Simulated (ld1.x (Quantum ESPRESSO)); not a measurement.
What one change does to a pseudopotential (Se, PAW)

ld1.x (Quantum ESPRESSO) 7.5 input, shortened:

```
&input
   title='Se', zed=34., rel=1, dft='PBE', iswitch=3,
   config='[Ar] 3d10 4s1.75 4p4.25'
 /
 &inputp
   pseudotype=3, lpaw=.true., tm=.true., lloc=-2, rcloc=1.60,
   nlcc=.true., new_core_ps=.true., rcore=0.30,
   which_augfun='BESSEL', rmatch_augfun=0.50
 /
6
4S  1  0   1.75   0.00  1.15  1.55  0.0
4S  1  0   0.00   0.10  1.15  1.55  0.0
4P  2  1   4.25   0.00  1.95  2.10  0.0
4P  2  1   0.00   0.35  1.95  2.10  0.0
3D  3  2  10.00   0.00  0.45  0.60  0.0
3D  3  2   0.00  -3.10  0.45  0.60  0.0
 &test
   configts(1)='3d10 4s1.75 4p4.25'
 /
```

All-electron outer shells of the reference configuration (PBE, scalar-relativistic, ld1.x):

```
shell  level (eV)  outermost node (bohr)  outermost maximum (bohr)
   3s     -213.93                   0.24                      0.50
   3p     -153.39                   0.21                      0.50
   3d      -53.53                      –                      0.45
   4s      -17.50                   0.70                      1.51
   4p       -6.67                   0.74                      1.80
```

Change: type ultrasoft; local potential all-electron potential smoothed inside 1.45 bohr (lloc = -2); augmentation built from norm-conserving waves at rcut, not smoothed further.

Cutoffs: the cutoffs (Ry, on a coarse ladder) from which the occupation-weighted sum of valence levels, in a spherical-Bessel basis at the reference potential, stays within 10 and 1 mRy of its value at 400 Ry; they do not see the model core or the augmentation charge, which bear on the density cutoff. Errors are all-electron minus pseudo energies relative to the spin-unpolarised reference configuration.

Task: Predict the effect on cutoff, ghosts and configuration errors.

Result: Of the 7 tests that both files solve, the error grows in 6 and shrinks in 0 by more than 15 % and 0.3 meV (median size 4.6 → 15.1 meV); neither file shows a bound ghost. Several settings change at once here, so the effects cannot be laid on one of them.

| quantity | base | changed |
| --- | --- | --- |
| cutoff, loose | over 300 Ry | over 300 Ry |
| cutoff, tight | over 300 Ry | over 300 Ry |
| bound ghosts | none | none |
| error for 3d10 4s2 4p4, meV [ΔE -2.70 eV] | +0.3 | +0.1 |
| error for 3d10 4s2 4p3, meV [ΔE 8.14 eV] | -1.0 | -2.1 |
| error for 3d10 4s2 4p2, meV [ΔE 28.49 eV] | -2.8 | -6.8 |
| error for 3d9 4s2 4p5, meV [ΔE 48.97 eV] | -244 | -787 |
| error for 3d10 4s2 4p0, meV [ΔE 101.54 eV] | -6.6 | -31 |
| error for 3d9 4s2 4p4, meV [ΔE 61.39 eV] | -278 | -708 |
| error for 3d10 4s2 4p1, meV [ΔE 59.36 eV] | -4.6 | -15 |
| s: phases at 2.29 bohr within 0.05 rad from the reference energy up to (Ry; the scan ends near 5) | to the end of the scan | to the end of the scan |
| p: phases at 2.29 bohr within 0.05 rad from the reference energy up to (Ry; the scan ends near 5) | 4.5 | 4.6 |
| d: phases at 2.29 bohr within 0.05 rad from the reference energy up to (Ry; the scan ends near 5) | to the end of the scan | to the end of the scan |
| lowest overlap eigenvalue by channel | s 0.43, p 0.72, d 1.00 | s 0.41, p 0.70, d 1.00 |
